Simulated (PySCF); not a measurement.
# Mercury: highly charged ions in a basis for the neutral atom

Hg¹⁷⁺ [Kr] 4d10 4f14 5s2 5p1, Hg¹⁸⁺ [Kr] 4d10 4f14 5s2. Calculation: PySCF 2.14, in def2-TZVP with the def2 core potential (60 electrons) (6s5p3d1f, 43 functions); a scalar-relativistic core potential. No spin-orbit coupling, so a gap to NIST mixes the basis error with missing relativistic terms.

Changed run: basis of the neutral atom used for a highly charged ion. This setting is unsound on purpose.

| species | method | sound run (hartree) | changed run (hartree) | converged |
| --- | --- | --- | --- | --- |
| Hg¹⁷⁺ | UHF | not run | -51.35535 | yes |
| Hg¹⁷⁺ | B3LYP | not run | -51.52327 | yes |
| Hg¹⁷⁺ | r2SCAN | not run | -51.51271 | yes |
| Hg¹⁸⁺ | UHF | not run | -36.65067 | yes |
| Hg¹⁸⁺ | B3LYP | not run | -36.76635 | yes |
| Hg¹⁸⁺ | r2SCAN | not run | -36.76320 | yes |

Ionisation energy of Hg¹⁷⁺:

| method | changed run (eV) | NIST (eV) |
| --- | --- | --- |
| UHF | 400.13 | 429 ± 21 |
| B3LYP | 401.56 | 429 ± 21 |
| r2SCAN | 401.35 | 429 ± 21 |

The contracted functions were made for the neutral atom and can be too rigid for a highly charged ion.
